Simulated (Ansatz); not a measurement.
`[F][GeH]1[O][AlH]1`, 6 atoms. Total charge 0; spin multiplicity 1. Correlated methods include outer-core shells of Ge, which these sets cover unevenly. Scalar relativity is left out up to krypton. All runs use 2 threads of an Arm Neoverse N1 on a shared host. Correlated methods freeze the cores.

Question: How many basis functions does each run have, and how long does it take in Ansatz? RKS PBE-D4/def2-TZVPP energy and forces; RKS PBE0-D4/def2-SVP energy; direct RPA on PBE orbitals/def2-TZVPP energy; RKS r2SCAN-D4/def2-TZVPP energy and forces; RKS PBE0-D4/def2-TZVP relaxation (8 steps); RHF-CCSD(T)/def2-SVP energy; RKS r2SCAN0-D4/def2-TZVPP energy; RHF-CCSD(T)/def2-TZVPP energy; RKS ωB97M-V/def2-QZVPP energy; RKS PBE0-D4/def2-TZVP frequencies; RKS ωB97M-V/def2-SVP energy; RKS PBE0-D4/def2-QZVPP energy. (Best estimate.)

Answer: Ansatz gave: Other jobs shared the machine, so times are rough.

```csv
level,job,functions,wall time,peak host memory (GiB)
RKS PBE0-D4/def2-SVP,energy,88,2.7 s,0.17
RKS PBE-D4/def2-TZVPP,energy and forces,180,4.5 s,0.2
RHF-CCSD(T)/def2-SVP,energy,88,7 s,0.26
RKS r2SCAN0-D4/def2-TZVPP,energy,180,10 s,0.45
RKS r2SCAN-D4/def2-TZVPP,energy and forces,180,10 s,0.23
direct RPA on PBE orbitals/def2-TZVPP,energy,180,10 s,0.36
RKS ωB97M-V/def2-SVP,energy,88,13 s,0.25
RKS PBE0-D4/def2-QZVPP,energy,333,17 s,1
RKS ωB97M-V/def2-QZVPP,energy,333,39 s,1.2
RKS PBE0-D4/def2-TZVP,relaxation (8 steps),159,53 s,0.38
RHF-CCSD(T)/def2-TZVPP,energy,180,2.2 min,1.7
RKS PBE0-D4/def2-TZVP,frequencies,159,2.6 min,0.37
```
